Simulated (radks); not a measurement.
Values are calculated unless marked as measured or tabulated.
Problem. All-electron atom: the samarium ion Sm10+ in [Kr] 4d10 4f2 5s1 5p3 (not the ground configuration). Level of theory: scalar-relativistic Kohn-Sham, r2SCAN, spin-polarised, spherical densities, finite nucleus; open shells are filled with parallel spins first (spin-orbit coupling, left out, can overturn this in heavy ions); meta-GGA in the generalised Kohn-Sham scheme; Fermi nuclear charge, rms radius 5.0819 fm (a radial shooting solver on a logarithmic mesh with Libxc functionals). Some entries of the table are withheld. Estimate them.

| orbital | occ. | eigenvalue (Ry) | <r^2> (bohr^2) | <1/r> (bohr^-1) |
|---|---|---|---|---|
| 1s up | 1 | -3449.261 | 0.0007051 | 68.81 |
| 1s down | 1 | -3449.210 | 0.0007051 | 68.81 |
| 2s up | 1 | -576.6017 | 0.01111 | 15.94 |
| 2s down | 1 | -576.5893 | 0.01111 | 15.94 |
| 2p up | 3 | -515.5688 | 0.008924 | 14.95 |
| 2p down | 3 | -515.5365 | 0.008924 | 14.95 |
| 3s up | 1 | -137.7954 | 0.07404 | 5.845 |
| 3s down | 1 | -137.6798 | 0.07396 | 5.847 |
| 3p up | 3 | -118.6159 | 0.07421 | 5.502 |
| 3p down | 3 | -118.4917 | 0.07411 | 5.505 |
| 3d up | 5 | -92.63843 | 0.06278 | 5.212 |
| 3d down | 5 | -92.53131 | 0.06266 | 5.215 |
| 4s up | 1 | -38.33332 | 0.3688 | 2.477 |
| 4s down | 1 | -38.04386 | 0.3691 | 2.472 |
| 4p up | 3 | -31.89509 | 0.4117 | 2.292 |
| 4p down | 3 | -31.60697 | 0.4106 | 2.290 |
| 4d up | 5 | -22.81141 | 0.4822 | 2.042 |
| 4d down | 5 | -22.49704 | 0.4764 | 2.047 |
| 5s up | 1 | (1) | (2) | 1.110 |
| 5s down | 0 | (3) | (4) | 1.120 |
| 4f up | 2 | -12.85290 | 0.6379 | 1.663 |
| 4f down | 0 | -12.46139 | 0.6150 | 1.684 |
| 5p up | 3 | -12.25987 | (5) | 1.019 |
| 5p down | 0 | -11.42393 | (6) | 1.008 |

Solution. 
(1) 5s up eigenvalue (Ry): -14.31497
(2) 5s up <r^2> (bohr^2): 1.633
(3) 5s down eigenvalue (Ry): -13.44514
(4) 5s down <r^2> (bohr^2): 1.634
(5) 5p up <r^2> (bohr^2): 1.905
(6) 5p down <r^2> (bohr^2): 1.961
